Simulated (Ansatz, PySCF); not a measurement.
Breaking the Cd1–H2 bond in CdH4Si (SMILES [SiH3][CdH]) (multiplicity 1 held, fragments rigid). Energies count from the point at 1.699 Å.
Geometry at that point (charge 0, multiplicity 1):
| atom | x (Å) | y (Å) | z (Å) |
|---|---|---|---|
| Cd | -0.5664 | -0.3105 | -0.0798 |
| H | -2.0453 | -1.1213 | -0.2881 |
| Si | 1.6349 | 0.8963 | 0.2303 |
| H | 2.2491 | 0.5938 | 1.5500 |
| H | 1.4709 | 2.3720 | 0.1537 |
| H | 2.6257 | 0.5132 | -0.8099 |

U- levels take the lowest unrestricted solution at each point, which mixes spins at long bonds. Curves can end on different states.

Correlated levels freeze the cores. Rows in LANL2DZ carry no dispersion term and start afresh at each structure. LANL2DZ brings its own core potentials from Na on.

Codes used: Ansatz (a first-principles code) with Gaussian orbitals; PySCF for LANL2DZ rows.  In def2 rows elements past Kr take small-core potentials, without spin–orbit coupling.

### Question
What energy at R = 5.438 Å does U-SCS-MP2/def2-TZVPP give?

### Answer
70.4 kcal/mol

### Question
Give the energy at R = 5.438 Å at the level U-PBE/def2-TZVPP.

### Answer
68.4 kcal/mol

### Question
Predict the energy at R = 5.438 Å from R-B3LYP/LANL2DZ.

### Answer
97.0 kcal/mol

Doubts at one or more of the structures used: a spin-contaminated determinant (U-PBE/def2-TZVPP, U-SCS-MP2/def2-TZVPP).
